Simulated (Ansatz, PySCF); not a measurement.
Process, species as SMILES: FC(F)(F)C(Cl)Cl → FC(F)(F)[C](Cl)Cl + H atom (the C-H bond at the site shown breaks; other sites are not compared here)
Each molecule is optimised on its own at B3LYP-D3(BJ)/def2-TZVP (Ansatz, a program for electronic structure), one conformer each, not searched for the lowest.

Quantity: bond dissociation energy (0 K, with B3LYP-D3(BJ) harmonic zero-point energies from PySCF), in eV. Cores are frozen in the correlated levels unless marked. UHF or UKS for open shells. Spin-orbit coupling is left out. No relativistic terms. CBS(X,Y): correlation extrapolated as X^-3; Hartree-Fock from the larger set. The bracket is a focal-point correction in the basis named.

```csv
level,program,bond dissociation energy (eV),minus last row
HF/6-31G,Ansatz,3.31,-0.82
HF/cc-pV(T+d)Z,Ansatz,3.11,-1.02
r2SCAN-D3(BJ)/def2-TZVPD,Ansatz + dftd3,3.77,-0.36
r2SCAN-D4/def2-TZVPD,Ansatz + dftd4,3.77,-0.36
B3LYP/def2-TZVPD,Ansatz,3.87,-0.26
BHLYP-D3(BJ)/def2-TZVPD,Ansatz + dftd3,3.93,-0.20
TPSSh/def2-TZVPD,PySCF,3.87,-0.26
HSE06-D3(BJ)/def2-TZVPD,Ansatz + dftd3,3.82,-0.31
LC-wPBE-D4/def2-TZVPD,Ansatz + dftd4,3.84,-0.29
wB97X-V/def2-TZVPD,Ansatz,3.98,-0.15
B2GP-PLYP-D4/def2-TZVPD,Ansatz + dftd4,3.95,-0.18
B2PLYP-D3(BJ)/def2-TZVPD,Ansatz + dftd3,3.93,-0.20
MP2/STO-3G,Ansatz,4.72,0.59
MP2/6-31G*,Ansatz,3.79,-0.34
MP2/cc-pV(D+d)Z,Ansatz,3.89,-0.24
MP2/cc-pV(T+d)Z,Ansatz,4.07,-0.06
RI-MP2/cc-pV(T+d)Z,Ansatz,4.07,-0.06
RI-MP2/cc-pV(Q+d)Z,Ansatz,4.11,-0.02
SCS-MP2/cc-pV(D+d)Z,Ansatz,3.98,-0.15
CCSD/6-31G*,Ansatz,3.76,-0.37
"RI-MP2/CBS(cc-pV(T+d)Z,cc-pV(Q+d)Z)+[CCSD(T)-MP2]/cc-pV(T+d)Z",Ansatz,4.13,0.00
```
